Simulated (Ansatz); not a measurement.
**A barrier at the coupled-cluster level**

Start structure (CH6GeS, closed shell), relaxed at PBE0-D4/def2-TZVP:

```xyz
9
angstrom
Ge -0.8177 -0.1017 -0.1307
C 0.7438 0.8884 0.4834
S -0.2258 -1.6863 -1.5848
H 0.5085 -2.3757 -0.6964
H -1.7811 0.7914 -0.9285
H -1.5595 -0.7477 1.0546
H 0.4406 1.6857 1.1647
H 1.4287 0.2209 1.0078
H 1.2625 1.3249 -0.3702
```

The step: CH₆GeS ([CH3][GeH2][SH]) → GeH₂S ([S][GeH2]) + CH₄; bonds formed: C2–H4; bonds broken: Ge1–C2, S3–H4. Ansatz 0.2.0; basis: def2-TZVPP and def2-QZVPP; cores frozen in the correlated methods. Filled d shells of the heavier atoms are correlated. The def2 sets are not built for correlating such inner shells, so the correlated values are less sure here. Extrapolation: Hartree–Fock as exp(−7.88 √X), correlation as X^−2.97. Energies below are by CCSD(T) at an estimated basis limit (MP2 extrapolated from triple and quadruple zeta, plus CCSD(T) − MP2 in triple zeta).

Question: What are the electronic barrier and the energy of the step, from the start structure to the end structure? (Judge from chemistry; the value comes from the calculation.)

Answer: The calculation gives: Barrier 60.72 kcal/mol; step energy 22.62 kcal/mol (uphill); reverse barrier, their difference, 38.10 kcal/mol. Barrier and step energy count from the start structure, the reverse barrier from the end structure.

The saddle point: One imaginary mode of 1380i cm⁻¹.
```json
{"pair": "C2–H4", "start (Å)": "3.48", "saddle (Å)": "1.36", "end (Å)": "1.09"}
{"pair": "Ge1–C2", "start (Å)": "1.95", "saddle (Å)": "2.20", "end (Å)": "3.45"}
{"pair": "S3–H4", "start (Å)": "1.34", "saddle (Å)": "1.83", "end (Å)": "3.68"}
```

Zero-point energy (harmonic, PBE0-D4): ZPE is 38.70 kcal/mol at the start and 36.55 kcal/mol at the saddle, so the barrier goes from 60.72 to 58.57 kcal/mol.

First-order rate constant out of the start structure at 498 K by transition-state theory, with harmonic vibrational free energies alone and no tunnelling: ΔA‡ = 59.36 kcal/mol, so k = (kB T/h) exp(−ΔA‡/kB T) ≈ 10^-13 s⁻¹ (an order of magnitude at best: rotation, the number of equivalent paths and anharmonicity are left out).

T1 diagnostic: at most 0.017.

Labels in which every atom is bracketed show which atoms are joined, not bond orders.

For scale, one of the runs: CCSD(T)/def2-TZVPP, 205 basis functions, launched by `ansatz run in.yaml --threads 4 --pin off --events-out ev --progress --plain --max-ram 9574MiB`. Time: 91 s of wall clock on 4 CPU threads of an Arm Neoverse N1; the host was shared. Peak host memory: 2.6 GiB.
